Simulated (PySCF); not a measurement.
Computed IR spectrum (relative IR intensity) of a molecule C₃H₇BO₂. Geometry optimised at PBE-D3(BJ)/def2-SVP. The values are those of a single conformer. Level of theory: PySCF with PBE-D3(BJ)/def2-SVP. Frequencies are harmonic and unscaled.

ν (cm⁻¹): 421 (vw), 563 (vw), 593 (m), 723 (vw), 810 (w), 821 (w), 876 (m), 969 (m), 1022 (w), 1078 (w), 1112 (w), 1118 (m), 1199 (vw), 1227 (m), 1279 (w), 1400 (vw), 1492 (vs), 2908 (m), 2918 (w), 2951 (w), 2964 (w), 3053 (w), 3062 (w), 3710 (m) (against the strongest line: vs over 80 %, s over 45 %, m over 15 %, w over 4 %, vw less)

### Question
Identify the compound among the candidates.
(A) C[C@H]1OCB1O
(B) C=CB(O)CO
(C) CB1OC[C@H]1O
(D) C[C@@H]1COB1O

### Answer
A, C[C@H]1OCB1O
